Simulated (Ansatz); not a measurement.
Reaction (redistribution): `NC[SiH2]Cl` + `C[O][Ga]([OH])[Cl]` → `NC[SiH2]O` + `C[O][Ga]([Cl])[Cl]`

Calculated with Ansatz (gas phase, PBE0-D4/def2-TZVP geometries, no zero-point term in ΔE). CCSD(T)/CBS adds triple-zeta CCSD(T) − MP2 to the extrapolated MP2 energy (def2 sets, frozen cores). DFT in def2-TZVPP. B3LYP here is the variant with VWN-RPA as its local correlation; programs differ in this. For Ga outer-core shells are correlated without core-valence functions, which leaves a few kJ/mol of doubt a bond. Scalar relativity is left out up to krypton. Each species was taken in one conformer, which may not be the lowest.

`NC[SiH2]Cl`:

```xyz
10

N    -0.221    1.492   -0.084
C    -0.567    0.134   -0.471
Si    0.331   -1.103    0.607
Cl    2.361   -0.764    0.424
H    -0.700    2.173   -0.659
H     0.773    1.654   -0.190
H    -0.390   -0.116   -1.529
H    -1.637   -0.032   -0.290
H     0.065   -2.490    0.152
H    -0.015   -0.947    2.039
```

`C[O][Ga]([OH])[Cl]`:

```xyz
9

C    -1.129    0.013   -1.125
O    -0.633    0.321    0.159
Ga    0.982   -0.112    0.725
O     1.487    0.334    2.358
Cl    2.327   -1.165   -0.533
H    -0.412   -0.540   -1.743
H    -1.388    0.938   -1.648
H    -2.035   -0.594   -1.029
H     0.801    0.806    2.837
```

`NC[SiH2]O`:

Cartesian coordinates in Å:
```
N -1.225 -0.422 0.645
C -0.595 -0.113 -0.644
Si 1.131 0.528 -0.249
O 1.777 -0.520 0.844
H -2.077 -0.954 0.524
H -1.477 0.428 1.133
H -1.172 0.562 -1.291
H -0.469 -1.050 -1.197
H 1.019 1.903 0.320
H 2.010 0.577 -1.444
H 1.078 -0.939 1.360
```

`C[O][Ga]([Cl])[Cl]`:

Cartesian coordinates in Å:
```
C -0.943 0.464 -0.789
O -0.681 -0.154 0.454
Ga 0.934 -0.568 1.010
Cl 2.628 -0.152 -0.201
Cl 1.153 -1.486 2.897
H -1.616 -0.172 -1.372
H -1.437 1.425 -0.618
H -0.039 0.642 -1.381
```

```
             level  ΔE (eV)
            B2PLYP    -0.52
             B3LYP    -0.54
SCS-MP2/def2-TZVPP    -0.50
    MP2/def2-QZVPP    -0.48
```

Question: What does CCSD(T)/CBS give? (Best estimate.)

Answer: Computed: -0.50 eV. The listed levels differ from it by -0.02, -0.04, 0.00, 0.02 eV.

Largest T1 diagnostic among the species: 0.013.

In def2-TZVPP, CCSD(T) changes the Hartree–Fock value by +0.11 eV (the triples alone add +0.01 eV) and MP2 by +0.14 eV. From PBE to PBE0 (25 % exact exchange), in def2-TZVPP and without D4, ΔE moves by −0.04 eV.
